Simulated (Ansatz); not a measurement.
A run of Ansatz (development build ahead of 0.2.0) on triplet Pt at this shape:

A single Pt atom.

Its results:

```json
{"Converged": "yes", "Total energy": "-119.24967 hartree", "Spin squared of the determinant": "2.000"}
```

Question: Which input gives this output? Name the method, the orbitals and the basis set, and write the input.

Answer: PBE0 (restricted open-shell) in def2-SVP. The basis set brings a core potential for Pt, so the total leaves out those core electrons.

```yaml
crystal:
  periodic: [false, false, false]
  atoms:
    - { symbol: Pt, position_ang: [0.0, 0.0, 0.0] }
basis:
  gaussian: { orbitals: def2-SVP }
magnetization:
  initial_magnetization: 2
hamiltonian:
  xc: pbe0
```

Caution: no unrestricted run beside it, a lower state can exist.
